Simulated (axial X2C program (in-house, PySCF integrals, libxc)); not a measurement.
**Photoelectron levels of InTe⁻ by EOM-IP-CCSD**

Computed with an in-house all-electron X2C program for linear molecules (integrals from PySCF): two-component X2C with atomic mean-field Coulomb and Gaunt terms, Gaussian nuclei, basis Te dyall-acv3z, In dyall-acv3z with contracted cores.

R = 2.661 Å (near the PBE0 minimum at charge -1 of the determinant lowest at the starting distance; the state shown can have its own minimum elsewhere).

Hartree–Fock spinors of InTe⁻ (one of each Kramers pair; a window near the gap, which can cut inner shells):

| ω | occupied | ε (eV) | character |
| --- | --- | --- | --- |
| 3/2 | yes | -22.62 | 100% In d |
| 1/2 | yes | -14.86 | 71% Te s, 10% In p, 8% In d |
| 1/2 | yes | -6.94 | 49% In s, 38% Te p, 6% Te s |
| 1/2 | yes | -3.34 | 72% Te p, 13% In p, 6% In d |
| 3/2 | yes | -2.64 | 76% Te p, 13% In p, 7% In d |
| 1/2 | yes | -2.56 | 44% Te p, 36% In p, 13% In s |
| 1/2 | no | 2.69 | 98% In p |
| 3/2 | no | 2.69 | 98% In p |
| 1/2 | no | 2.70 | 93% In p, 5% In s |
| 1/2 | no | 3.30 | 81% In s, 10% Te p, 6% In p |
| 1/2 | no | 4.63 | 56% In p, 28% In d, 8% Te d |
| 1/2 | no | 4.69 | 68% Te p, 15% In d, 8% In s |

Vertical detachment energies of InTe⁻ to the states of InTe:

| Ω of InTe | vertical detachment energy (eV) | above lowest (cm⁻¹) | ionised spinor | one-hole weight |
| --- | --- | --- | --- | --- |
| 3/2 | 2.587 | 0 | 76% Te pπ, 13% In pπ, 7% In dπ | 0.93 |
| 1/2 | 2.595 | 63 | 31% Te pσ, 31% In pσ, 14% Te pπ | 0.94 |
| 1/2 | 3.122 | 4315 | 64% Te pπ, 8% Te pσ, 7% In pπ | 0.92 |
| 1/2 | 6.061 | 28023 | 49% In sσ, 38% Te pσ | 0.77 |

Task: Take the first Ω = 1/2 and Ω = 3/2 rows of π character: how far apart are they, and which lies lower?

Result: E(3/2) − E(1/2) = 0 − 4315 = -4315 cm⁻¹ at EOM-IP-CCSD: inverted, Ω = 3/2 lower. Splittings at this level can be off by ten to twenty per cent.

This point took 6.1 s on 1 thread of Arm Neoverse V2, on a shared host.

Reference electrons by ω block (each with its −ω partner): 1/2: 32, 3/2: 15, 5/2: 4. 10 electrons of InTe⁻ correlated (inner shells frozen), 94 natural virtual spinors (a truncated set); levels can be off by some tenths of an eV. Roots sought by Ω: (1/2: 4, 3/2: 3, 5/2: 1); the list ends where they run out and leaves out roots under 60 % one-particle weight. The solver can skip a root, and states that need a further excitation, which the method places far too high, are missing though they may lie low or lowest. T1 of the reference 0.021 (Lee–Taylor). Number of frozen shells: Te 4 s, 3 p, 2 d; In 4 s, 3 p, 2 d.
